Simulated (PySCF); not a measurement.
A geometry optimisation, step by step.

Compound: C₂H₈F₂OSi₂.
Bonds: F1–C2, C2–F3, C2–O4, O4–C5, C5–Si6, C5–Si7. Hydrogens: H8 on C2; H9 on C5; H10, H11, H12 on Si6; H13, H14, H15 on Si7.

Computed by this run: PBE0-D3(BJ)/def2-SVP geometry optimisation, gas phase in PySCF 2.14.0; density fitting, grid level 1; the optimiser is geomeTRIC in internal coordinates, started from a GFN2-xTB structure with every atom displaced at random (about 0.01 Å). The frame can shift and turn from step to step; on so coarse a grid that alone can change the energy by a few meV, and forces under 0.02 eV/Å are noise.

Step 0: E = -25411.0535 eV, largest atomic force 1.718 eV/Å
```
atom  x, y, z in Å  |  force x, y, z in eV/Å
F1     -1.982   -1.073   -1.342    0.157   0.407   0.341
C2     -1.969   -0.649   -0.040   -0.709  -0.018  -0.316
F3     -3.232   -0.234    0.229    1.219   0.030  -0.074
O4     -1.080    0.362    0.155   -1.660  -0.299  -0.325
C5      0.267   -0.031    0.374    0.204   0.266   0.332
Si6     1.038    1.595    1.066   -0.172  -1.191  -0.070
Si7     1.052   -0.755   -1.212   -0.764   0.072   0.647
H8     -1.738   -1.547    0.557    0.009   0.031   0.272
H9      0.272   -0.781    1.195    0.276   0.033  -0.070
H10     0.244    2.020    2.226   -0.248   0.169   0.306
H11     2.401    1.268    1.492    0.577   0.006   0.152
H12     1.040    2.597    0.019    0.015   0.603  -0.545
H13     0.510   -2.100   -1.443   -0.043  -0.459  -0.121
H14     2.468   -0.809   -0.965    1.162  -0.075   0.029
H15     0.694    0.120   -2.318   -0.023   0.424  -0.558
```

Step 1: E = -25411.2210 eV, largest atomic force 0.384 eV/Å
```
atom  x, y, z in Å  |  force x, y, z in eV/Å
F1     -2.115   -1.100   -1.239    0.002  -0.026  -0.010
C2     -2.069   -0.624    0.026    0.172   0.329   0.098
F3     -3.234   -0.038    0.291   -0.185  -0.204  -0.062
O4     -1.130    0.342    0.145    0.342  -0.057  -0.021
C5      0.242   -0.058    0.356   -0.337   0.132  -0.053
Si6     1.078    1.527    1.015   -0.080  -0.136   0.051
Si7     1.077   -0.759   -1.218   -0.141  -0.029   0.111
H8     -1.903   -1.484    0.705   -0.024   0.004   0.011
H9      0.270   -0.808    1.172    0.139  -0.035  -0.009
H10     0.302    1.999    2.195   -0.007   0.050   0.026
H11     2.476    1.215    1.430    0.055  -0.039  -0.018
H12     1.092    2.569   -0.046   -0.001   0.031  -0.047
H13     0.580   -2.132   -1.505    0.013  -0.081  -0.041
H14     2.550   -0.809   -0.978    0.029   0.007   0.015
H15     0.770    0.141   -2.360    0.024   0.056  -0.050
```

Step 2: E = -25411.2380 eV, largest atomic force 0.174 eV/Å
```
atom  x, y, z in Å  |  force x, y, z in eV/Å
F1     -2.027   -1.135   -1.223   -0.016   0.005  -0.156
C2     -2.053   -0.616    0.026    0.029  -0.111   0.102
F3     -3.266   -0.099    0.221    0.146   0.068  -0.021
O4     -1.137    0.370    0.150   -0.150   0.010   0.078
C5      0.223   -0.040    0.363   -0.137   0.091  -0.056
Si6     1.088    1.524    1.021    0.034  -0.035   0.017
Si7     1.040   -0.753   -1.213   -0.021  -0.063  -0.018
H8     -1.883   -1.454    0.730   -0.016   0.026   0.061
H9      0.262   -0.795    1.175    0.039  -0.021   0.001
H10     0.340    2.018    2.213    0.008   0.013  -0.006
H11     2.487    1.175    1.410    0.000  -0.010  -0.011
H12     1.109    2.567   -0.044    0.002   0.007   0.001
H13     0.538   -2.126   -1.513    0.044   0.008   0.001
H14     2.513   -0.815   -0.969    0.015   0.004   0.006
H15     0.751    0.159   -2.355    0.024   0.009   0.002
```

Step 3: E = -25411.2433 eV, largest atomic force 0.106 eV/Å
```
atom  x, y, z in Å  |  force x, y, z in eV/Å
F1     -2.026   -1.134   -1.222    0.024  -0.045  -0.020
C2     -2.059   -0.617    0.030   -0.058   0.020  -0.017
F3     -3.267   -0.090    0.211    0.009   0.025   0.015
O4     -1.149    0.372    0.157    0.007  -0.027   0.099
C5      0.211   -0.038    0.361   -0.070   0.055  -0.058
Si6     1.091    1.517    1.018    0.050  -0.004  -0.005
Si7     1.036   -0.751   -1.213    0.003  -0.018  -0.020
H8     -1.898   -1.449    0.745    0.000  -0.002  -0.018
H9      0.260   -0.796    1.170    0.004  -0.010   0.002
H10     0.361    2.020    2.218    0.006   0.001  -0.008
H11     2.491    1.151    1.391   -0.011  -0.002  -0.003
H12     1.115    2.563   -0.045    0.003   0.000   0.011
H13     0.554   -2.129   -1.520    0.021   0.011   0.008
H14     2.509   -0.802   -0.954    0.000   0.002   0.005
H15     0.758    0.163   -2.358    0.013  -0.006   0.007
```

Step 4: E = -25411.2459 eV, largest atomic force 0.082 eV/Å
```
atom  x, y, z in Å  |  force x, y, z in eV/Å
F1     -2.023   -1.138   -1.217    0.006   0.003   0.045
C2     -2.074   -0.612    0.034   -0.017   0.018  -0.033
F3     -3.281   -0.077    0.196   -0.008  -0.008  -0.016
O4     -1.164    0.375    0.171    0.059  -0.013   0.055
C5      0.197   -0.035    0.359   -0.030  -0.003  -0.040
Si6     1.102    1.507    1.014    0.020   0.010  -0.018
Si7     1.032   -0.746   -1.212    0.006   0.019  -0.003
H8     -1.927   -1.442    0.755   -0.003  -0.011  -0.019
H9      0.257   -0.797    1.164   -0.013   0.002   0.003
H10     0.396    2.020    2.224    0.001  -0.003   0.002
H11     2.501    1.118    1.367   -0.008  -0.002   0.006
H12     1.129    2.560   -0.043    0.004  -0.003   0.007
H13     0.573   -2.130   -1.525   -0.006  -0.003   0.006
H14     2.503   -0.785   -0.936   -0.009   0.002   0.004
H15     0.765    0.165   -2.361   -0.002  -0.009   0.001
```

Step 5: E = -25411.2469 eV, largest atomic force 0.068 eV/Å
```
atom  x, y, z in Å  |  force x, y, z in eV/Å
F1     -2.002   -1.129   -1.220   -0.001  -0.007   0.019
C2     -2.079   -0.607    0.032   -0.007   0.027  -0.062
F3     -3.287   -0.071    0.170   -0.015  -0.014   0.003
O4     -1.171    0.379    0.189    0.025   0.006   0.051
C5      0.190   -0.032    0.364    0.020  -0.027  -0.015
Si6     1.114    1.501    1.014   -0.004   0.008  -0.012
Si7     1.021   -0.745   -1.210    0.011   0.015  -0.002
H8     -1.947   -1.442    0.749   -0.003   0.004   0.000
H9      0.255   -0.798    1.166   -0.009   0.007   0.005
H10     0.423    2.019    2.231   -0.002  -0.003   0.004
H11     2.510    1.095    1.355    0.000  -0.002   0.010
H12     1.144    2.557   -0.039    0.003  -0.004   0.001
H13     0.569   -2.131   -1.518   -0.007  -0.005   0.003
H14     2.491   -0.777   -0.930   -0.004   0.001   0.000
H15     0.755    0.163   -2.361   -0.007  -0.006  -0.002
```

Step 6: E = -25411.2475 eV, largest atomic force 0.054 eV/Å
```
atom  x, y, z in Å  |  force x, y, z in eV/Å
F1     -1.984   -1.108   -1.233   -0.003   0.015   0.006
C2     -2.081   -0.598    0.022    0.009  -0.009  -0.013
F3     -3.290   -0.061    0.146   -0.009   0.002  -0.006
O4     -1.173    0.383    0.209   -0.021   0.023   0.009
C5      0.187   -0.033    0.371    0.042  -0.035  -0.003
Si6     1.124    1.495    1.018   -0.016   0.003   0.000
Si7     1.010   -0.746   -1.206    0.005   0.005   0.000
H8     -1.965   -1.442    0.732    0.000   0.002   0.003
H9      0.255   -0.800    1.172   -0.006   0.006   0.003
H10     0.443    2.017    2.238   -0.003  -0.002   0.001
H11     2.518    1.077    1.353    0.004  -0.002   0.008
H12     1.158    2.551   -0.034    0.004  -0.003  -0.004
H13     0.563   -2.136   -1.506   -0.002  -0.004   0.000
H14     2.481   -0.772   -0.931    0.002   0.001  -0.003
H15     0.738    0.155   -2.360   -0.007  -0.002  -0.002
```

Step 7: E = -25411.2479 eV, largest atomic force 0.046 eV/Å
```
atom  x, y, z in Å  |  force x, y, z in eV/Å
F1     -1.969   -1.071   -1.253   -0.004  -0.001  -0.021
C2     -2.081   -0.587    0.010    0.020  -0.011   0.004
F3     -3.290   -0.047    0.127    0.004   0.006   0.005
O4     -1.171    0.385    0.229   -0.037   0.027  -0.001
C5      0.188   -0.037    0.381    0.030  -0.026   0.006
Si6     1.131    1.488    1.024   -0.013  -0.002   0.009
Si7     1.003   -0.751   -1.201   -0.007   0.000   0.001
H8     -1.979   -1.445    0.704   -0.004   0.006   0.006
H9      0.257   -0.804    1.181   -0.002   0.001  -0.002
H10     0.451    2.013    2.243   -0.003   0.000  -0.002
H11     2.523    1.066    1.363    0.004  -0.001   0.003
H12     1.170    2.542   -0.030    0.004  -0.002  -0.005
H13     0.559   -2.144   -1.492    0.004  -0.003  -0.001
H14     2.475   -0.770   -0.937    0.004   0.001  -0.002
H15     0.717    0.144   -2.357   -0.001   0.002   0.000
```

Step 8: E = -25411.2481 eV, largest atomic force 0.029 eV/Å
```
atom  x, y, z in Å  |  force x, y, z in eV/Å
F1     -1.967   -1.052   -1.265    0.001   0.004  -0.011
C2     -2.081   -0.580    0.003    0.005  -0.008   0.022
F3     -3.288   -0.038    0.124    0.000   0.006  -0.002
O4     -1.169    0.387    0.235   -0.022   0.010  -0.015
C5      0.189   -0.041    0.385    0.013  -0.009   0.008
Si6     1.133    1.483    1.029   -0.001  -0.003   0.008
Si7     1.001   -0.754   -1.199   -0.008  -0.001  -0.001
H8     -1.983   -1.446    0.688    0.001   0.001   0.000
H9      0.256   -0.808    1.185    0.000  -0.003  -0.004
H10     0.448    2.012    2.244   -0.002   0.002  -0.003
H11     2.523    1.061    1.375    0.001  -0.001   0.001
H12     1.178    2.535   -0.028    0.004  -0.001  -0.002
H13     0.559   -2.148   -1.488    0.004   0.000   0.000
H14     2.475   -0.769   -0.939    0.003   0.001  -0.001
H15     0.710    0.140   -2.355    0.002   0.002   0.001
```

Problem. Summarise the path.

Solution. The energy falls by 0.1945 eV from step 0 to step 8; nine tenths of that is first reached at step 2. It falls at every step. The largest force goes from 1.718 to 0.029 eV/Å. Among the bonds Si7–H14 changes most, from 1.438 to 1.496 Å; the atoms move by 0.120 Å rms after alignment.

What follows is the cost of the whole optimisation. On an Intel Xeon 6975P-C with one thread, no GPU, shared host, this took 56 s wall and 0.59 GiB of memory at its peak.
